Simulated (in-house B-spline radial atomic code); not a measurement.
Br⁵⁺. Computed with a B-spline radial atomic code. Model: all-electron spherical atom, spin shells full or empty, radial basis limit, no spin-orbit coupling: exact exchange with a local potential (Slater, KLI or optimised effective potential, whose far tail is KLI's), no correlation.

The run also made RPA and GW results, which its time includes.

The Slater potential averages the orbital exchange potentials with the orbital densities as weights, KLI adds orbital constants, and the optimised effective potential minimises the exact-exchange energy among local potentials. So their energies lie above Hartree-Fock in the order OEP, KLI, Slater. All fall off as −1/r, unlike LDA and GGA exchange.

Command:
```bash
python run_gw.py task.json out
```
Settings (nuclear radius in fm, other lengths in bohr, energies in hartree):
```
Z                      35
electrons              30
configuration          [Ar] 3d10 4s2
hamiltonian            x2c
method                 slater
lmax                   9
rms_radius             4.1629
spin_polarised         False
box_radius             10.43
intervals              99
ion_configuration      [Ar] 3d10 4s1
```

Cost of the run: 18 s on 1 thread of Intel(R) Xeon(R) Platinum 8375C CPU @ 2.90GHz (Ice Lake) (shared host).

Given: hamiltonian one-electron scalar X2C; mean-field start Slater potential.

Computed: energy above Hartree-Fock 258.76 millihartree.

```json
{"radius (bohr)": "0.00143", "r times exchange potential (hartree bohr)": "-0.054715"}
{"radius (bohr)": "0.00176", "r times exchange potential (hartree bohr)": "-0.067256"}
{"radius (bohr)": "0.00217", "r times exchange potential (hartree bohr)": "-0.082771"}
{"radius (bohr)": "0.00268", "r times exchange potential (hartree bohr)": "-0.10196"}
{"radius (bohr)": "0.0033", "r times exchange potential (hartree bohr)": "-0.12507"}
{"radius (bohr)": "0.00407", "r times exchange potential (hartree bohr)": "-0.15343"}
{"radius (bohr)": "0.00502", "r times exchange potential (hartree bohr)": "-0.18781"}
{"radius (bohr)": "0.00619", "r times exchange potential (hartree bohr)": "?"}
{"radius (bohr)": "0.00763", "r times exchange potential (hartree bohr)": "-0.27828"}
{"radius (bohr)": "0.0094", "r times exchange potential (hartree bohr)": "-0.33592"}
{"radius (bohr)": "0.0116", "r times exchange potential (hartree bohr)": "-0.40305"}
{"radius (bohr)": "0.0143", "r times exchange potential (hartree bohr)": "-0.47845"}
{"radius (bohr)": "0.0176", "r times exchange potential (hartree bohr)": "-0.56017"}
{"radius (bohr)": "0.0217", "r times exchange potential (hartree bohr)": "-0.64634"}
{"radius (bohr)": "0.0268", "r times exchange potential (hartree bohr)": "-0.7316"}
{"radius (bohr)": "0.033", "r times exchange potential (hartree bohr)": "-0.80617"}
{"radius (bohr)": "0.0407", "r times exchange potential (hartree bohr)": "-0.86104"}
{"radius (bohr)": "0.0502", "r times exchange potential (hartree bohr)": "-0.8857"}
{"radius (bohr)": "0.0619", "r times exchange potential (hartree bohr)": "-0.88836"}
{"radius (bohr)": "0.0763", "r times exchange potential (hartree bohr)": "-0.91634"}
{"radius (bohr)": "0.0941", "r times exchange potential (hartree bohr)": "-1.0126"}
{"radius (bohr)": "0.116", "r times exchange potential (hartree bohr)": "-1.1577"}
{"radius (bohr)": "0.143", "r times exchange potential (hartree bohr)": "-1.3004"}
{"radius (bohr)": "0.176", "r times exchange potential (hartree bohr)": "-1.3899"}
{"radius (bohr)": "0.217", "r times exchange potential (hartree bohr)": "-1.3853"}
{"radius (bohr)": "0.268", "r times exchange potential (hartree bohr)": "-1.3078"}
{"radius (bohr)": "0.33", "r times exchange potential (hartree bohr)": "-1.3463"}
{"radius (bohr)": "0.407", "r times exchange potential (hartree bohr)": "-1.5415"}
{"radius (bohr)": "0.502", "r times exchange potential (hartree bohr)": "-1.7352"}
{"radius (bohr)": "0.619", "r times exchange potential (hartree bohr)": "-1.8185"}
{"radius (bohr)": "0.763", "r times exchange potential (hartree bohr)": "-1.757"}
{"radius (bohr)": "0.941", "r times exchange potential (hartree bohr)": "-1.5503"}
{"radius (bohr)": "1.16", "r times exchange potential (hartree bohr)": "-1.2606"}
{"radius (bohr)": "1.43", "r times exchange potential (hartree bohr)": "-1.0727"}
{"radius (bohr)": "1.76", "r times exchange potential (hartree bohr)": "?"}
{"radius (bohr)": "2.17", "r times exchange potential (hartree bohr)": "-1.0075"}
{"radius (bohr)": "2.68", "r times exchange potential (hartree bohr)": "-1.0034"}
```

What belongs in the row 0.00619?

r times exchange potential (hartree bohr): -0.22913.

What belongs in the row 1.76?

r times exchange potential (hartree bohr): -1.0185.

```
occupied  level (hartree)  Hartree-Fock level (hartree)
      1s          -497.54                       -500.91
      2s          -68.235                       -69.733
      2p          -60.913                       -61.632
      3s          -12.206                       -12.789
      3p                ?                             ?
      3d          -5.8528                       -5.7422
      4s          -3.3361                       -3.1434
```

What belongs in the row 3p?

level (hartree): -9.8363; Hartree-Fock level (hartree): -10.128.

| empty | level (hartree) |
| --- | --- |
| 4p | -2.7259 |
| 4d | ? |
| 5s | -1.5854 |
| 5p | -1.3741 |

What belongs in the row 4d?

level (hartree): -1.8435.

The highest level, 4s, differs from Hartree-Fock by -5.2 eV and the deepest, 1s, by +91.7 eV: the Slater potential lacks the response part and is deeper than the optimised one throughout, so the top level comes too deep.
